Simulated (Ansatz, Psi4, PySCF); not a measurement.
C6H15B, triplet, geometry from GFN2-xTB (a higher spin typed on purpose: for a closed-shell molecule this is an excited state). Base run: MP2/6-31G* in PySCF.

Input for PySCF:
```python
from pyscf import gto, scf, mp

mol = gto.Mole()
mol.atom = '''
    B    -0.18185573   -0.50090013    0.05313566
    C     1.15514182    0.27594748   -0.66198135
    C     1.27981259   -0.18155208   -2.09572941
    H     2.04049321    0.00469719   -0.09338221
    H     1.00563589    1.35375638   -0.60399935
    H     0.42865686    0.13615344   -2.69054570
    H     1.36553717   -1.26370242   -2.15863874
    H     2.18236985    0.25625388   -2.53006721
    C    -1.56966173   -0.07850327   -0.63686931
    C    -1.89922682    1.42313200   -0.63132452
    H    -2.35988854   -0.59158711   -0.07494834
    H    -1.67123222   -0.43747898   -1.66477550
    H    -1.20685422    1.97137635   -1.26749861
    H    -1.83139132    1.82801820    0.37658533
    H    -2.90759459    1.60398627   -1.00522160
    C     0.09254780   -0.15523243    1.64598135
    C     1.03125987   -1.10651205    2.36567935
    H    -0.91589679   -0.25814472    2.05385197
    H     0.42308362    0.87318884    1.81898999
    H     2.04719751   -1.01675368    1.98506220
    H     0.70890391   -2.13767891    2.24088217
    H     1.06101737   -0.88126212    3.43349057
'''
mol.basis = '6-31g*'
mol.spin = 2
mol.verbose = 4
mol.build()

mf = scf.UHF(mol)
mf.kernel()

pt = mp.MP2(mf)
pt.kernel()
print('E(MP2) = %.10f' % pt.e_tot)
```

The same geometry, method and basis name were run in Ansatz (an electronic-structure program) and Psi4 and PySCF, at each program's defaults and at the settings that a row names. The base is PySCF at its defaults. Differences at the defaults can come from grids, fitting, cores and function types together.

| code and settings | ΔE vs base (mEh) | basis functions | E (Eh) | SCF cycles |
|---|---|---|---|---|
| PySCF, defaults (exact integrals, spherical functions, all electrons correlated) | 0.000 | 128 | -261.33210 | 15 |
| Psi4, defaults (density fitting with its default set, Cartesian functions, all electrons correlated) | -24.816 | 135 | -261.35692 | 18 |
| Ansatz, defaults (factorised integrals, Cartesian functions, frozen core) | 8.177 | 135 | -261.32392 | - |
| PySCF, frozen core | 16.889 | 128 | -261.31521 | 15 |
| Psi4, exact integrals, spherical functions, frozen core | 16.889 | 128 | -261.31521 | 18 |
| Ansatz, high accuracy, frozen core, Cartesian functions as the basis file defines them | 8.164 | 135 | -261.32394 | - |

Open shells are given as the SCF converged; they aren't shown to be the lowest states, and a large step between rows can be another state.
